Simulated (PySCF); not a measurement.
PySCF input file for Mo(NH)2(OH)2 (H4MoN2O2), SMILES [NH]=[Mo]([OH])([OH])=[NH], multiplicity 1, B3LYP-D3(BJ)/def2-SVP. Geometry: B3LYP-D3(BJ)/def2-SVP. The spin state was assumed, not searched. The def2 effective core potentials stand for the cores of Mo; spin–orbit coupling is left out. The values are those of a single conformer.

```python
import numpy as np
from pyscf import gto, scf, dft, df
from pyscf.hessian import thermo

mol = gto.M(
    atom='''
    Mo    0.00000000   -0.00000000   -0.02687301
    N     0.28632053   -1.40510828   -1.00422850
    H     0.38330571   -1.92987941   -1.87178673
    N    -0.28632053    1.40510829   -1.00422850
    H    -0.38330572    1.92987942   -1.87178673
    O    -1.53915666   -0.35127097    1.03303374
    H    -2.17969839    0.35297323    1.20144949
    O     1.53915666    0.35127097    1.03303373
    H     2.17969838   -0.35297324    1.20144949
    ''',
    basis='def2-SVP',
    ecp={'Mo': 'def2-svp'},
    charge=0,
    spin=0,
    max_memory=1600,
    verbose=3,
)
mf = dft.RKS(mol, xc='b3lyp').density_fit(auxbasis='def2-universal-jkfit')
mf.disp = 'd3bj'
mf.grids.level = 3
mf.conv_tol = 1e-11
mf.max_cycle = 100
mf.kernel()

# [left out here: the lines that compute and print the analytic Hessian (its translational invariance restored by hand, since the grid's response is missing), thermochemistry and intensities]
```

Program output:

```
converged SCF energy = -330.4879633808

WARN: DFTD3 does not support analytical Hessian, using finite difference


WARN: Mole.unit (angstrom) is changed to Bohr

Mode                                 0                   1                   2
Irrep
Freq [cm^-1]                      193.2290            231.9611            239.1535
Reduced mass [au]                   3.0382              3.7795              3.2359
Force const [Dyne/A]                0.0668              0.1198              0.1090
Char temp [K]                     278.0135            333.7404            344.0886
Normal mode                   x     y     z       x     y     z       x     y     z
       0  Mo                -0.00  0.00  0.03    0.00 -0.00  0.01    0.04 -0.02  0.00
       1   N                 0.03  0.02  0.01   -0.08 -0.04  0.04   -0.10 -0.01 -0.05
       2   H                 0.01  0.04  0.00   -0.08 -0.07  0.06   -0.31 -0.06 -0.04
       3   N                -0.03 -0.02  0.01    0.08  0.04  0.04   -0.10 -0.01  0.05
       4   H                -0.01 -0.04  0.00    0.08  0.07  0.06   -0.31 -0.06  0.04
       5   O                -0.09  0.01 -0.09   -0.04 -0.09 -0.07   -0.02  0.05 -0.07
       6   H                -0.21 -0.04 -0.31    0.16  0.01  0.26    0.06  0.13 -0.12
       7   O                 0.09 -0.01 -0.09    0.04  0.09 -0.07   -0.02  0.05  0.07
       8   H                 0.21  0.04 -0.31   -0.16 -0.01  0.26    0.06  0.13  0.12
Mode                                 3                   4                   5
Irrep
Freq [cm^-1]                      253.1012            271.8449            282.8706
Reduced mass [au]                   5.1525              2.8119              1.1637
Force const [Dyne/A]                0.1945              0.1224              0.0549
Char temp [K]                     364.1563            391.1243            406.9878
Normal mode                   x     y     z       x     y     z       x     y     z
       0  Mo                -0.01 -0.04 -0.00   -0.00  0.00 -0.02   -0.00 -0.00  0.00
       1   N                 0.05  0.02 -0.08    0.09 -0.06  0.09    0.00  0.04 -0.04
       2   H                 0.16  0.08 -0.10    0.18 -0.19  0.17    0.03 -0.33  0.20
       3   N                 0.05  0.02  0.08   -0.09  0.06  0.09    0.00  0.04  0.04
       4   H                 0.16  0.08  0.10   -0.18  0.19  0.17    0.03 -0.33 -0.20
       5   O                -0.02  0.10  0.04   -0.01  0.05 -0.03    0.02  0.01  0.03
       6   H                 0.05  0.17  0.01    0.15  0.17  0.06   -0.30 -0.18 -0.39
       7   O                -0.02  0.10 -0.04    0.01 -0.05 -0.03    0.02  0.01 -0.03
       8   H                 0.05  0.17 -0.01   -0.15 -0.17  0.06   -0.30 -0.18  0.39
Mode                                 6                   7                   8
Irrep
Freq [cm^-1]                      325.7135            395.0747            553.7297
Reduced mass [au]                   1.5144              1.1346              1.3304
Force const [Dyne/A]                0.0947              0.1043              0.2403
Char temp [K]                     468.6292            568.4246            796.6938
Normal mode                   x     y     z       x     y     z       x     y     z
       0  Mo                 0.00 -0.00 -0.02   -0.00 -0.00  0.00    0.00  0.00  0.00
       1   N                -0.04 -0.06  0.05    0.02  0.05 -0.02   -0.09 -0.00 -0.00
       2   H                -0.16 -0.23  0.14   -0.01 -0.43  0.28    0.55  0.01  0.06
       3   N                 0.04  0.06  0.05    0.02  0.05  0.02   -0.09 -0.00  0.00
       4   H                 0.16  0.23  0.14   -0.01 -0.43 -0.28    0.55  0.01 -0.06
       5   O                 0.05 -0.02  0.02   -0.02 -0.02 -0.01    0.03 -0.01 -0.02
       6   H                -0.26 -0.22 -0.33    0.24  0.15  0.30    0.15  0.13 -0.13
       7   O                -0.05  0.02  0.02   -0.02 -0.02  0.01    0.03 -0.01  0.02
       8   H                 0.26  0.22 -0.33    0.24  0.15 -0.30    0.15  0.13  0.13
Mode                                 9                  10                  11
Irrep
Freq [cm^-1]                      590.3199            660.5287            677.9485
Reduced mass [au]                   1.1950              2.6036              2.7599
Force const [Dyne/A]                0.2454              0.6693              0.7474
Char temp [K]                     849.3390            950.3537            975.4169
Normal mode                   x     y     z       x     y     z       x     y     z
       0  Mo                -0.00 -0.00 -0.00   -0.03 -0.01 -0.00   -0.00 -0.00 -0.02
       1   N                -0.06 -0.03  0.02   -0.01 -0.01 -0.01   -0.02 -0.02  0.00
       2   H                 0.57  0.20 -0.05    0.05 -0.04  0.01    0.12  0.06 -0.04
       3   N                 0.06  0.03  0.02   -0.01 -0.01  0.01    0.02  0.02  0.00
       4   H                -0.57 -0.20 -0.05    0.05 -0.04 -0.01   -0.12 -0.06 -0.04
       5   O                 0.02  0.01 -0.01    0.09  0.06 -0.08   -0.09 -0.05  0.09
       6   H                -0.15 -0.15  0.02   -0.15 -0.26  0.28    0.12  0.24 -0.27
       7   O                -0.02 -0.01 -0.01    0.09  0.06  0.08    0.09  0.05  0.09
       8   H                 0.15  0.15  0.02   -0.15 -0.26 -0.28   -0.12 -0.24 -0.27
Mode                                12                  13                  14
Irrep
Freq [cm^-1]                      691.5990            750.2755            757.7132
Reduced mass [au]                   1.5195              1.4704              1.9221
Force const [Dyne/A]                0.4282              0.4877              0.6502
Char temp [K]                     995.0570           1079.4793           1090.1806
Normal mode                   x     y     z       x     y     z       x     y     z
       0  Mo                 0.00  0.00 -0.01    0.00  0.00 -0.02   -0.04 -0.00 -0.00
       1   N                 0.00  0.03 -0.03    0.04 -0.07  0.05    0.04  0.02  0.02
       2   H                 0.08 -0.29  0.17   -0.23  0.36 -0.24   -0.19  0.02 -0.01
       3   N                -0.00 -0.03 -0.03   -0.04  0.07  0.05    0.04  0.02 -0.02
       4   H                -0.08  0.29  0.17    0.23 -0.36 -0.24   -0.19  0.02  0.01
       5   O                -0.08  0.01  0.04   -0.04  0.01  0.02    0.08 -0.01 -0.03
       6   H                -0.25 -0.21  0.30   -0.17 -0.15  0.19    0.26  0.22 -0.31
       7   O                 0.08 -0.01  0.04    0.04 -0.01  0.02    0.08 -0.01  0.03
       8   H                 0.25  0.21  0.30    0.17  0.15  0.19    0.26  0.22  0.31
Mode                                15                  16                  17
Irrep
Freq [cm^-1]                      994.6539           1017.4609           3594.5379
Reduced mass [au]                   7.4546              7.6618              1.0815
Force const [Dyne/A]                4.3453              4.6732              8.2335
Char temp [K]                    1431.0855           1463.8996           5171.7397
Normal mode                   x     y     z       x     y     z       x     y     z
       0  Mo                -0.01  0.04  0.00    0.00  0.00 -0.03   -0.00  0.00  0.00
       1   N                 0.03 -0.13 -0.09   -0.03  0.13  0.11    0.01 -0.03 -0.04
       2   H                 0.02 -0.17 -0.08   -0.03  0.15  0.11   -0.07  0.35  0.57
       3   N                 0.03 -0.13  0.09    0.03 -0.13  0.11    0.01 -0.03  0.04
       4   H                 0.02 -0.17  0.08    0.03 -0.15  0.11   -0.07  0.35 -0.57
       5   O                 0.00 -0.01 -0.00    0.00  0.00  0.00   -0.00 -0.00 -0.00
       6   H                 0.04  0.03 -0.02   -0.01 -0.01  0.00    0.00  0.00  0.00
       7   O                 0.00 -0.01  0.00   -0.00 -0.00  0.00   -0.00 -0.00  0.00
       8   H                 0.04  0.03  0.02    0.01  0.01  0.00    0.00  0.00 -0.00
Mode                                18                  19                  20
Irrep
Freq [cm^-1]                     3597.5723           3843.3146           3846.4602
Reduced mass [au]                   1.0845              1.0666              1.0672
Force const [Dyne/A]                8.2702              9.2829              9.3028
Char temp [K]                    5176.1055           5529.6740           5534.1999
Normal mode                   x     y     z       x     y     z       x     y     z
       0  Mo                -0.00  0.00 -0.00   -0.00 -0.00 -0.00   -0.00  0.00 -0.00
       1   N                -0.01  0.03  0.04   -0.00 -0.00 -0.00    0.00 -0.00 -0.00
       2   H                 0.07 -0.35 -0.57   -0.00  0.00  0.00   -0.00  0.01  0.01
       3   N                 0.01 -0.03  0.04   -0.00 -0.00  0.00   -0.00  0.00 -0.00
       4   H                -0.07  0.35 -0.57   -0.00  0.00 -0.00    0.00 -0.01  0.01
       5   O                 0.00  0.00 -0.00    0.03 -0.03 -0.01   -0.03  0.03  0.01
       6   H                 0.01 -0.01 -0.00   -0.46  0.49  0.12    0.46 -0.49 -0.12
       7   O                -0.00 -0.00 -0.00    0.03 -0.03  0.01    0.03 -0.03  0.01
       8   H                -0.01  0.01 -0.00   -0.46  0.49 -0.12   -0.46  0.49 -0.12
temperature 298.1500 [K]
pressure 101325.00 [Pa]
Rotational constants [GHz] 3.63493 3.26070 3.14238
Symmetry number 2
Zero-point energy (ZPE) 0.05415 [Eh]   142170.567 [J/mol]
                           tot       elec      trans        rot        vib
Entropy [J/mol/K]       342.795      0.000    172.041    105.360     65.394
Cv [J/mol/K]            111.651      0.000     12.472     12.472     86.707
Cp [J/mol/K]            119.965      0.000     20.786     12.472     86.707
Internal energy [J/mol]                      3718.434   3718.434 154371.838
Internal energy [Eh]   -330.42633  -330.48796
Enthalpy [J/mol]                             6197.391   3718.434 154371.838
Enthalpy [Eh]          -330.42539
Gibbs free energy [J/mol]                  -45096.737 -27694.710 134874.671
Gibbs free energy [Eh] -330.46432
static polarisability / bohr^3: [[51.473 -5.641 -0.   ]
 [-5.642 61.224 -0.   ]
 [ 0.    -0.    54.207]]
largest difference of analytic and finite-field dipole derivatives / e: 0.0010082640354052153
mode   freq/cm-1   IR/(km/mol)   Raman/(A^4/amu)   depolarisation
   1      193.23        10.495             4.227            0.670
   2      231.96        52.954             4.706            0.733
   3      239.15         0.273             3.253            0.750
   4      253.10         9.812             1.798            0.750
   5      271.84         8.721             8.582            0.722
   6      282.87       208.064             1.530            0.750
   7      325.71        28.293             6.735            0.672
   8      395.07       165.433             0.113            0.750
   9      553.73       227.067             0.329            0.750
  10      590.32         0.195             2.885            0.746
  11      660.53       220.817             0.365            0.750
  12      677.95       230.045             1.776            0.010
  13      691.60        17.161             9.848            0.067
  14      750.28        23.000             6.107            0.396
  15      757.71        65.187             4.759            0.750
  16      994.65       161.586            10.660            0.750
  17     1017.46        51.012            44.168            0.045
  18     3594.54       122.457           170.593            0.750
  19     3597.57       141.170           213.936            0.136
  20     3843.31       272.361            57.329            0.750
  21     3846.46        56.689           166.933            0.153
max |gradient| / (hartree/bohr): 8.524642188901285e-05
APT charges: [ 1.9614 -0.8258  0.3155 -0.8258  0.3155 -0.7835  0.3132 -0.7835  0.3132]
```

The run converged.
